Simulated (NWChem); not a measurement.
System: C$_{2}$H$_{8}$Si; SMILES CC[SiH3]

Output (shortened):

```
             Northwest Computational Chemistry Package (NWChem) 7.3.0
             --------------------------------------------------------

                             Geometry "geometry" -> ""
                             -------------------------

 Output coordinates in angstroms (scale by  1.889725989 to convert to a.u.)

  No.       Tag          Charge          X              Y              Z
 ---- ---------------- ---------- -------------- -------------- --------------
    1 Si                  14.0000     0.09312600    -1.14672800     0.00207200
    2 C                    6.0000    -0.65460200     0.58663200     0.00244100
    3 C                    6.0000     0.37111800     1.71734700    -0.00525200
    4 H                    1.0000    -0.98264300    -2.18682100     0.01179700
    5 H                    1.0000     0.94212000    -1.35511400    -1.21379400
    6 H                    1.0000     0.95713100    -1.34804600     1.20854900
    7 H                    1.0000    -1.31185100     0.66512700     0.88601800
    8 H                    1.0000    -1.32233600     0.66231900    -0.87347400
    9 H                    1.0000     1.01763000     1.67378100    -0.89628500
   10 H                    1.0000     1.03000400     1.67434900     0.87676900
   11 H                    1.0000    -0.11413100     2.70628700    -0.00212300

 Effective nuclear repulsion energy (a.u.)     112.0262827299

                                 NWChem DFT Module
                                 -----------------

 Summary of "ao basis" -> "ao basis" (spherical)
 ------------------------------------------------------------------------------
       Tag                 Description            Shells   Functions and Types
 ---------------- ------------------------------  ------  ---------------------
 Si                         def2-svp                 8       18   4s3p1d
 C                          def2-svp                 6       14   3s2p1d
 H                          def2-svp                 3        5   2s1p

 in cosmo_initialize ...
 calling solv_data for solv:h2o

 solvent parameters
 solvname_short: h2o
 solvname_long:  water
 dielec:       78.4000
 dielecinf:     1.7769
 aqueous SMD model solvent descriptors
 dielec:       78.4000
 sola:          0.8200

          ---------------
          -cosmo- solvent
          ---------------
 Cosmo: York-Karplus, doi: 10.1021/jp992097l
 dielectric constant -eps-     =  78.40
 screen = (eps-1)/(eps    )    =   0.98724
 surface charge correction     = lagrangian

   van der Waals surface
 --------------------------

 ---------- ATOMIC COORDINATES (A.U.) ------------ VDWR(ANG.) --
     1    0.17598262   -2.16700170    0.00391551     2.470
     2   -1.23701841    1.10857374    0.00461282     1.850
     3    0.70131133    3.24531526   -0.00992484     1.850
     4   -1.85692601   -4.13249248    0.02229310     1.200
     5    1.78034865   -2.56079414   -2.29373807     1.200
     6    1.80871533   -2.54743756    2.28382645     1.200
     7   -2.47903893    1.25690778    1.67433124     1.200
     8   -2.49885270    1.25160143   -1.65062652     1.200
     9    1.92304186    3.16298745   -1.69373306     1.200
    10    1.94642533    3.16406082    1.65685317     1.200
    11   -0.21567632    5.11414088   -0.00401189     1.200
 number of segments per atom =        128
 number of   points per atom =        128
 atom (   nspa,  nppa )
 ----------------------
    1 (     92,     0 )       0
    2 (     30,     0 )       0
    3 (     58,     0 )       0
    4 (     32,     0 )       0
    5 (     34,     0 )       0
    6 (     34,     0 )       0
    7 (     49,     0 )       0
    8 (     49,     0 )       0
    9 (     54,     0 )       0
   10 (     54,     0 )       0
   11 (     54,     0 )       0
 number of -cosmo- surface points =      540
 molecular surface =    115.384 angstrom**2
 molecular volume  =     94.673 angstrom**3
 -lineq- algorithm             =   0
 -bem- low  level              =   3
 -bem- from -octahedral-
 gaussian surface charge width =   4.50000
 degree of switching           =   1.00000
 switching function tolerance  =   0.00010
 atomic radii =
 --------------
    1 14.000  2.470
    2  6.000  1.850
    3  6.000  1.850
    4  1.000  1.200
    5  1.000  1.200
    6  1.000  1.200
    7  1.000  1.200
    8  1.000  1.200
    9  1.000  1.200
   10  1.000  1.200
   11  1.000  1.200
 ...... end of -cosmo- initialization ......

 nat:                    11
 ixmem:                  6636
 calling mnsol_interface()
 G(SMD-CDS) energy (kcal/mol)  =     3.150
 SMD-CDS SASA (angstrom**2)    =   139.566

            General Information
            -------------------
          SCF calculation type: DFT
          Wavefunction type:  closed shell.
          No. of atoms     :    11
          No. of electrons :    34
           Alpha electrons :    17
            Beta electrons :    17
          Charge           :     0
          Spin multiplicity:     1
          Use of symmetry is: off; symmetry adaption is: off
          Maximum number of iterations: 150
          AO basis - number of functions:    86
                     number of shells:    44
          Convergence on energy requested:  1.00D-06
          Convergence on density requested:  1.00D-05
          Convergence on gradient requested:  5.00D-04

              XC Information
              --------------
                         PBE0 Method XC Functional
                     Hartree-Fock (Exact) Exchange  0.250
          PerdewBurkeErnzerhof Exchange Functional  0.750
            Perdew 1991 LDA Correlation Functional  1.000 local
           PerdewBurkeErnz. Correlation Functional  1.000 non-local

             Grid Information
             ----------------
          Grid used for XC integration:  medium
          Radial quadrature: Mura-Knowles
          Angular quadrature: Lebedev.
          Tag              B.-S. Rad. Rad. Pts. Rad. Cut. Ang. Pts.
          ---              ---------- --------- --------- ---------
          Si                  1.10       88          11.0       590
          C                   0.70       49          11.0       434
          H                   0.35       45          12.0       434
          Grid pruning is: on
          Number of quadrature shells:   546
          Spatial weights used:  Erf1

      Superposition of Atomic Density Guess
      -------------------------------------

 Sum of atomic energies:        -367.98239746

      Non-variational initial energy
      ------------------------------

 Total energy =    -369.736039
 1-e energy   =    -727.114620
 2-e energy   =     245.352299
 HOMO         =      -0.354084
 LUMO         =       0.073810

   convergence    iter        energy       DeltaE   RMS-Dens  Diis-err
 ---------------- ----- ----------------- --------- --------- ---------
     COSMO gas phase
 d= 0,ls=0.0,diis     1   -370.1154452824 -4.82D+02  4.73D-03  1.67D-01
 d= 0,ls=0.0,diis     2   -370.1351241555 -1.97D-02  1.91D-03  1.38D-02
 d= 0,ls=0.0,diis     3   -370.1359687598 -8.45D-04  8.22D-04  9.61D-03
 d= 0,ls=0.0,diis     4   -370.1372734327 -1.30D-03  1.60D-04  1.63D-04
 d= 0,ls=0.0,diis     5   -370.1372988605 -2.54D-05  2.54D-05  4.65D-06
 d= 0,ls=0.0,diis     6   -370.1372995097 -6.49D-07  5.39D-06  3.26D-07

   convergence    iter        energy       DeltaE   RMS-Dens  Diis-err
 ---------------- ----- ----------------- --------- --------- ---------
     COSMO solvation phase
 d= 0,ls=0.0,diis     1   -370.1334833934  3.82D-03  5.61D-04  2.75D-04
 d= 0,ls=0.0,diis     2   -370.1335999688 -1.17D-04  1.05D-04  2.80D-05
 d= 0,ls=0.0,diis     3   -370.1336041016 -4.13D-06  3.75D-05  1.25D-05
 d= 0,ls=0.0,diis     4   -370.1336057895 -1.69D-06  1.04D-05  7.35D-07
 d= 0,ls=0.0,diis     5   -370.1336058950 -1.06D-07  1.36D-06  4.16D-09

         Total DFT energy =     -370.133605895011
      One electron energy =     -730.599037609067
           Coulomb energy =      282.930161841868
    Exchange-Corr. energy =      -34.478887832860
 Nuclear repulsion energy =      112.026282729931

             COSMO energy =       -0.012125024882

 Numeric. integr. density =       33.999977272565

                                COSMO-SMD solvation results
                                ---------------------------

             internal energy in gas <Psi(g)|H|Psi(g)> =      -370.137299509691
         internal energy in solvent <Psi(s)|H|Psi(s)> =      -370.137150355333
                               delta internal energy  =         0.000149154358 (    0.09 kcal/mol)
   total free energy in solvent <Psi(s)|H+V/2|Psi(s)> =      -370.138625516106
 polarization energy contribution <Psi(s)|V/2|Psi(s)> =        -0.001475160772 (   -0.93 kcal/mol)
    total free energy in solvent including G(SMD-CDS) =      -370.133605895011
                       G(SMD-CDS) energy contribution =         0.005019621095 (    3.15 kcal/mol)
     1 M fixed-concentration free energy of solvation =         0.003693614681 (    2.32 kcal/mol)

                       DFT Final Molecular Orbital Analysis
                       ------------------------------------

 Vector   15  Occ=2.000000D+00  E=-3.460733D-01
              MO Center= -2.2D-01, -1.3D+00,  6.4D-03, r^2= 3.1D+00
   Bfn.  Coefficient  Atom+Function         Bfn.  Coefficient  Atom+Function
  ----- ------------  ---------------      ----- ------------  ---------------
    47      0.356126   4 H  s                 8     -0.240994   1 Si px
    48      0.210796   4 H  s                11     -0.181377   1 Si px
    57     -0.174952   6 H  s                52     -0.173698   5 H  s
    22      0.144711   2 C  px                5      0.137337   1 Si px
    37     -0.129178   3 C  py                9     -0.109491   1 Si py

 Vector   16  Occ=2.000000D+00  E=-3.404426D-01
              MO Center=  2.8D-01, -4.7D-01, -1.2D-03, r^2= 3.8D+00
   Bfn.  Coefficient  Atom+Function         Bfn.  Coefficient  Atom+Function
  ----- ------------  ---------------      ----- ------------  ---------------
    52      0.264653   5 H  s                57     -0.264360   6 H  s
    24      0.231509   2 C  pz               10     -0.218716   1 Si pz
    62      0.189819   7 H  s                67     -0.189832   8 H  s
    53      0.173691   5 H  s                58     -0.173472   6 H  s
    13     -0.144879   1 Si pz               38     -0.137357   3 C  pz

 Vector   17  Occ=2.000000D+00  E=-3.111587D-01
              MO Center= -2.3D-01,  3.5D-01,  8.8D-04, r^2= 3.1D+00
   Bfn.  Coefficient  Atom+Function         Bfn.  Coefficient  Atom+Function
  ----- ------------  ---------------      ----- ------------  ---------------
    23      0.325810   2 C  py                9     -0.249765   1 Si py
    82     -0.220556  11 H  s                22     -0.208010   2 C  px
    26      0.187702   2 C  py               37     -0.183720   3 C  py
    12     -0.164545   1 Si py                6      0.137634   1 Si py
    21     -0.132455   2 C  s                25     -0.132703   2 C  px

 Vector   18  Occ=0.000000D+00  E= 4.399026D-02
              MO Center=  4.0D-02, -6.0D-01,  1.5D-03, r^2= 5.6D+00
   Bfn.  Coefficient  Atom+Function         Bfn.  Coefficient  Atom+Function
  ----- ------------  ---------------      ----- ------------  ---------------
    21      1.667287   2 C  s                12     -1.212748   1 Si py
    35      0.693457   3 C  s                48     -0.512237   4 H  s
    63     -0.495342   7 H  s                68     -0.494783   8 H  s
    73     -0.394116   9 H  s                78     -0.394364  10 H  s
    26     -0.365219   2 C  py               11      0.353680   1 Si px

 Vector   19  Occ=0.000000D+00  E= 6.601552D-02
              MO Center=  1.1D-01, -6.6D-01,  4.4D-04, r^2= 5.2D+00
   Bfn.  Coefficient  Atom+Function         Bfn.  Coefficient  Atom+Function
  ----- ------------  ---------------      ----- ------------  ---------------
    11      1.398316   1 Si px               48      1.017736   4 H  s
    35     -0.795465   3 C  s                58     -0.655504   6 H  s
    53     -0.650230   5 H  s                83      0.629798  11 H  s
    21      0.487434   2 C  s                 8      0.196794   1 Si px
    12      0.170751   1 Si py               73      0.166525   9 H  s

 Vector   20  Occ=0.000000D+00  E= 7.387861D-02
              MO Center=  2.0D-02, -1.2D+00,  2.9D-03, r^2= 3.8D+00
   Bfn.  Coefficient  Atom+Function         Bfn.  Coefficient  Atom+Function
  ----- ------------  ---------------      ----- ------------  ---------------
    13      1.592497   1 Si pz               53      1.125924   5 H  s
    58     -1.121621   6 H  s                10      0.230767   1 Si pz
    27     -0.184548   2 C  pz               52      0.160336   5 H  s
    57     -0.159690   6 H  s                17      0.154353   1 Si d  1
     7     -0.137847   1 Si pz               62     -0.088721   7 H  s

     Multipole analysis of the density
     ---------------------------------

     L   x y z        total         alpha         beta         nuclear
     -   - - -        -----         -----         ----         -------
     0   0 0 0      0.000000    -17.000000    -17.000000     34.000000

     1   1 0 0     -0.187191      0.077629      0.077629     -0.342449
     1   0 1 0      0.394696     -0.049794     -0.049794      0.494284
     1   0 0 1      0.000286     -0.008927     -0.008927      0.018139

     2   2 0 0    -22.011911    -32.195073    -32.195073     42.378234
     2   1 1 0     -0.040397     -1.765523     -1.765523      3.490649
     2   1 0 1      0.000585      0.059284      0.059284     -0.117984
     2   0 2 0    -22.823602   -119.286661   -119.286661    215.749720
     2   0 1 1      0.002028      0.208233      0.208233     -0.414439
     2   0 0 2    -21.942074    -21.781233    -21.781233     21.620391
```

Level: PBE0/def2-SVP, SMD on the gas-phase geometry. Structure relaxed at the PBE0/def2-SVP level. Solvent: water.

Problem. Reconstruct the input file.

Solution. Several could match; the one computed here: the input that was run:
```
start job
memory heap 200 mb stack 900 mb global 1100 mb
geometry units angstroms noautosym nocenter noautoz
  Si     0.093126    -1.146728     0.002072
  C     -0.654602     0.586632     0.002441
  C      0.371118     1.717347    -0.005252
  H     -0.982643    -2.186821     0.011797
  H      0.942120    -1.355114    -1.213794
  H      0.957131    -1.348046     1.208549
  H     -1.311851     0.665127     0.886018
  H     -1.322336     0.662319    -0.873474
  H      1.017630     1.673781    -0.896285
  H      1.030004     1.674349     0.876769
  H     -0.114131     2.706287    -0.002123
end
basis spherical
  * library def2-svp
end
dft
  xc pbe0
  iterations 150
end
cosmo
  do_cosmo_smd true
  solvent water
end
task dft energy
```
